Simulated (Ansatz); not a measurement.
Consider the substitution at a C–Al bond: `[CH3][AlH][Se]C` + `[NH]1[AlH][SiH2]1` → `C[N]1[AlH][SiH2]1` + `C[Se][AlH2]`.

Calculated with Ansatz (gas phase, PBE0-D4/def2-TZVP geometries, no zero-point term in ΔE). CBS: MP2 limit from def2 TZ/QZ plus the TZ coupled-cluster correction, frozen cores. Functionals use def2-TZVPP. For Se outer-core shells are correlated without core-valence functions, which leaves a few kJ/mol of doubt a bond. Scalar relativity is left out up to krypton. One conformer a species, not always the lowest.

`[CH3][AlH][Se]C`:

Cartesian coordinates in Å:
```
C -1.307 1.146 -0.164
Al -1.144 -0.460 0.931
Se 0.784 -1.734 0.887
C 1.835 -0.733 -0.436
H -0.945 2.020 0.390
H -0.728 1.086 -1.088
H -2.350 1.342 -0.424
H -2.267 -0.979 1.922
H 1.842 0.328 -0.199
H 2.850 -1.122 -0.385
H 1.433 -0.895 -1.433
```

`[NH]1[AlH][SiH2]1`:

Cartesian coordinates in Å:
```
N 0.445 -0.773 0.022
Al 1.165 0.836 0.218
Si -1.016 0.201 -0.138
H 0.568 -1.773 -0.016
H 2.616 1.406 0.464
H -2.063 -0.015 0.905
H -1.716 0.118 -1.455
```

`C[N]1[AlH][SiH2]1`:

```xyz
10

C    -0.944    0.100    1.080
N    -0.145   -0.192   -0.084
Al    0.131   -1.165   -1.541
Si    1.338    0.577   -0.662
H    -1.801   -0.576    1.150
H    -1.331    1.125    1.054
H    -0.361   -0.005    2.003
H    -0.597   -2.370   -2.259
H     2.504    0.481    0.268
H     1.206    2.025   -1.009
```

`C[Se][AlH2]`:

```xyz
8

C    -0.777   -0.486    1.118
Se    0.853    0.594    0.937
Al    1.014    0.637   -1.356
H    -1.516    0.103    1.657
H    -0.530   -1.382    1.684
H    -1.164   -0.761    0.139
H    -0.105   -0.128   -2.178
H     2.225    1.423   -2.000
```

(1) Is it downhill or uphill in electronic energy at CCSD(T)/CBS, and by how much? (Best estimate.)

(2) What do these levels give: ωB97X-V, ωB97M-V, PBE-QIDH, PBE, revPBE, BHLYP? (Estimate.)

Largest T1 diagnostic among the species: 0.015.

Results:

(1) Computed: Uphill: ΔE = +0.80 eV.

(2) Ansatz gave: ωB97X-V 0.76, ωB97M-V 0.81, PBE-QIDH 0.78, PBE 0.74, revPBE 0.75, BHLYP 0.76 eV.

Leaving LDA and LC-ωPBE aside and taking each functional with its dispersion term where it has one, the values, not all of them listed here, spread over 0.12 eV, from revPBE-D4 to r2SCAN0-D4. At CCSD(T), def2-SVP lies −0.23 eV from the extrapolated value and def2-TZVPP −0.03 eV. In def2-TZVPP, CCSD(T) changes the Hartree–Fock value by +0.05 eV (the triples alone add −0.01 eV) and MP2 by +0.08 eV.
